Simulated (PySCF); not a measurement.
SMILES [Cl][In]([I])[I] (ClI2In) (PBE0/def2-SVP optimised geometry):

```
4

In    -0.528     0.008     0.000
Cl     1.809     0.008     0.000
I     -1.809     2.327     0.000
I     -1.780    -2.327     0.005
```

Calculation: PBE0/def2-TZVP, def2 effective core potentials past Kr in PySCF.

**Question.** What are the frontier orbital energies and the dipole moment?

**Answer.** HOMO-2 -8.23 eV, HOMO-1 -8.18 eV, HOMO -8.05 eV, LUMO -3.14 eV, LUMO+1 -2.05 eV; dipole moment 1.22 D.

On the same geometry PBE/def2-TZVP, def2 effective core potentials past Kr (PySCF) gives HOMO-2 -7.07 eV, HOMO-1 -7.05 eV, HOMO -6.91 eV, LUMO -3.89 eV, LUMO+1 -2.71 eV; dipole moment 1.19 D.
